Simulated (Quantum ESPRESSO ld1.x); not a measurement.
Values are calculated unless marked as measured or tabulated.
Question: Tl3+, configuration [Kr] 4d10 4f14 5s2 5p5.5 5d10 6d0.5 (fractional occupations, a model configuration). Level of theory: scalar-relativistic Kohn-Sham, LDA (Slater exchange, Perdew-Wang correlation), spin-polarised, spherical densities, point nucleus; open shells are filled with parallel spins first (ld1.x of Quantum ESPRESSO 7.5). Some entries of the table are withheld. Estimate them.

| orbital | occ. | eigenvalue (eV) | <1/r> (bohr^-1) |
|---|---|---|---|
| 1s up | 1 | -85607.3 | 99.46 |
| 1s down | 1 | -85607.2 | 99.46 |
| 2s up | 1 | -15272.7 | 23.34 |
| 2s down | 1 | -15272.6 | 23.34 |
| 2p up | 3 | -13143.9 | 20.59 |
| 2p down | 3 | -13143.9 | 20.59 |
| 3s up | 1 | -3672.16 | 8.648 |
| 3s down | 1 | -3672.11 | 8.648 |
| 3p up | 3 | -3059.68 | 7.846 |
| 3p down | 3 | -3059.61 | 7.846 |
| 3d up | 5 | -2424.61 | 7.373 |
| 3d down | 5 | -2424.54 | 7.373 |
| 4s up | 1 | -846.458 | 3.721 |
| 4s down | 1 | -846.358 | 3.721 |
| 4p up | 3 | -645.661 | 3.349 |
| 4p down | 3 | -645.552 | 3.349 |
| 4d up | 5 | -410.417 | 3.008 |
| 4d down | 5 | -410.291 | 3.008 |
| 5s up | 1 | -166.321 | 1.560 |
| 5s down | 1 | -165.854 | 1.560 |
| 4f up | 7 | -149.890 | 2.606 |
| 4f down | 7 | -149.733 | 2.607 |
| 5p up | 3 | -110.950 | 1.334 |
| 5p down | 2.5 | -110.496 | 1.333 |
| 5d up | 5 | -48.9391 | 0.9929 |
| 5d down | 5 | -48.5849 | 0.9910 |
| 6d up | 0.5 | -15.7142 | (1) |
| 6d down | 0 | -15.1164 | (2) |

Answer: 
(1) 6d up <1/r> (bohr^-1): 0.3339
(2) 6d down <1/r> (bohr^-1): 0.3333
